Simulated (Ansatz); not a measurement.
Reaction (ligand exchange at the Si–O bond): `C=C[SiH2]O[SiH2]F` + `N[SiH](O)O` → `O[SiH](O)N[SiH2]F` + `C=C[SiH2]O`

Calculated with Ansatz (gas phase, PBE0-D4/def2-TZVP geometries, no zero-point term in ΔE). CCSD(T)/CBS adds triple-zeta CCSD(T) − MP2 to the extrapolated MP2 energy (def2 sets, frozen cores). This one scheme is used for every species. DFT in def2-TZVPP. Each species was taken in one conformer, which may not be the lowest.

CCSD(T)/CBS gives +0.54 eV.

(1) Another level gave +0.47 eV. Which?
A. ωB97X-V/def2-TZVPP
B. HF/def2-TZVPP
C. PBE/def2-TZVPP
D. B2PLYP/def2-TZVPP

Largest T1 diagnostic among the species: 0.012.

Answers

(1) C. PBE 0.47, B2PLYP 0.57, ωB97X-V 0.52, HF/def2-TZVPP 0.69 eV.

In def2-TZVPP, CCSD(T) changes the Hartree–Fock value by −0.16 eV (the triples alone add −0.03 eV) and MP2 by −0.16 eV. From PBE to PBE0 (25 % exact exchange), in def2-TZVPP and without D4, ΔE moves by +0.03 eV. The D4 term adds −0.03 eV with B3LYP and −0.02 eV with PBE0; it sums over pairs of atoms, weighted by their polarisabilities, and B3LYP, whose exchange is more repulsive, gets the larger term.

B3LYP here is the variant with VWN-RPA as its local correlation; programs differ in this.
